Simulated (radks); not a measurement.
Results of a calculation; reference values are marked as such.
Excited configurations of the rubidium ion Rb14+: one electron is placed in a higher orbital outside [Ar] 3d4. The ground configuration is [Ar] 3d5. Code: a radial shooting solver on a logarithmic mesh with Libxc functionals. Model: scalar-relativistic Kohn-Sham, PBE, spin-unpolarised, spherical densities, finite nucleus; Fermi nuclear charge, rms radius 4.2036 fm. Excitation = E - E(ground); binding = E(ion) - E, where the ion is the core of charge +15; n* = 15/sqrt(2 binding) in atomic units. These energies are relativistic, and a one-electron ion of charge +15 with no core already has n* below n in this formula (scalar-relativistic equation, point nucleus: 4s 3.995, 4p 3.997, 4d 3.999, 5s 4.995, 5d 4.999, 6s 5.995, 6p 5.997, 6d 5.998, 6f 5.999, 7s 6.995, 7f 6.999). The quantum defect is therefore taken as that value minus n*, so that it holds no relativistic shift of the bare ion.

4s: excitation (eV) 192.28; binding (eV) 306.28; n* 3.161; quantum defect 0.834; eigenvalue (eV) -295.38; <r> (bohr) 1.018
4p: excitation (eV) 218.33; binding (eV) 280.23; n* 3.305; quantum defect 0.692; eigenvalue (eV) -269.69; <r> (bohr) 1.050
4d: excitation (eV) 258.01; binding (eV) 240.56; n* 3.567; quantum defect 0.431; eigenvalue (eV) -230.39; <r> (bohr) 1.090
5s: excitation (eV) 322.29; binding (eV) 176.27; n* 4.167; quantum defect 0.828; eigenvalue (eV) -170.91; <r> (bohr) 1.755
5d: excitation (eV) 351.97; binding (eV) 146.59; n* 4.570; quantum defect 0.429; eigenvalue (eV) -141.61; <r> (bohr) 1.909
6s: excitation (eV) 383.85; binding (eV) 114.72; n* 5.166; quantum defect 0.829; eigenvalue (eV) -111.37; <r> (bohr) 2.686
6p: excitation (eV) 390.16; binding (eV) 108.41; n* 5.314; quantum defect 0.683; eigenvalue (eV) -105.20; <r> (bohr) 2.780
6d: excitation (eV) 399.78; binding (eV) 98.786; n* 5.567; quantum defect 0.432; eigenvalue (eV) -95.731; <r> (bohr) 2.921
6f: excitation (eV) 408.54; binding (eV) 90.026; n* 5.831; quantum defect 0.168; eigenvalue (eV) -86.995; <r> (bohr) 3.002
7s: excitation (eV) 417.85; binding (eV) 80.712; n* 6.159; quantum defect 0.836; eigenvalue (eV) -78.400; <r> (bohr) 3.814
7f: excitation (eV) 432.65; binding (eV) 65.918; n* 6.815; quantum defect 0.184; eigenvalue (eV) -63.833; <r> (bohr) 4.254

The Delta-SCF ionisation energy is 498.56 eV (NIST Atomic Spectra Database: 502 eV, theoretical). Self-interaction in the functional shifts the binding energies and quantum defects, so they are the method's values and not measured ones. Spin polarisation and multiplet splitting are left out, so open shells lie too high by an amount that depends on their filling.

Beside tabulated values, note that spin-unpolarised runs miss the spin-polarisation part of the exchange energy of open shells.
